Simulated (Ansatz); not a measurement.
`CS[SiH](Cl)Cl` → `[CH2]` (triplet) + `S[SiH](Cl)Cl` at 500 K and 1 bar (formal loss of a carbene).

Gas-phase electronic energies from Ansatz, PBE0-D4/def2-TZVP geometries. CCSD(T)/CBS is the MP2 limit (def2-TZVPP, def2-QZVPP) plus CCSD(T) − MP2 in def2-TZVPP, frozen cores. This one scheme is used for every species. Triplets are unrestricted, without spin–orbit coupling. One conformer a species, not always the lowest.

| species | CCSD(T)/CBS energy (Eh) | H − E (kJ/mol) | S (J/(mol·K)) |
| --- | --- | --- | --- |
| `CS[SiH](Cl)Cl` | -1647.00366 | 183.9 | 436.4 |
| `[CH2]` (triplet) | -39.09499 | 62.7 | 213.9 |
| `S[SiH](Cl)Cl` | -1607.74509 | 95.8 | 386.1 |

H − E and S are ideal-gas, rigid-rotor, harmonic terms from PBE0-D4/def2-TZVP, for one conformer and one mirror image of each species, with the whole ground term of open shells counted as degenerate. 1 Eh = 2625.50 kJ/mol, R = 8.31446 J/(mol·K).

By hand: ΔE, ΔH, ΔS and ΔG.

ΔE = (-39.09499) + (-1607.74509) − (-1647.00366) = 0.16358 Eh = 429.5 kJ/mol. Δ(H − E) = 62.7 + 95.8 − 183.9 = -25.4, so ΔH = 404.1 kJ/mol. ΔS = 213.9 + 386.1 − 436.4 = 163.6 J/(mol·K). ΔG = 404.1 − 500 × (163.6)/1000 = 322.3 kJ/mol.

By hand: the equilibrium constant, and the temperature at which ΔG would vanish if ΔH and ΔS stayed fixed.

log₁₀ K = −ΔG/(RT ln 10) = -33.7. ΔG = 0 at ΔH/ΔS = 2470 K.

The number of gas molecules changes by +1, which sets the sign of ΔS. A doubt of 5 kJ/mol in ΔE shifts log₁₀ K by 0.5 here. Other conformers and mirror images would add mixing entropy, several J/(mol·K) or more a flexible species. Modes under 60 cm⁻¹, often nearly free rotors, make the harmonic entropy too high. A triplet takes part, so the spin changes. These are equilibria of isolated gas molecules and say nothing of rates. Largest T1 diagnostic: 0.011 (customary marks: 0.02 for closed shells, 0.045 for open ones).
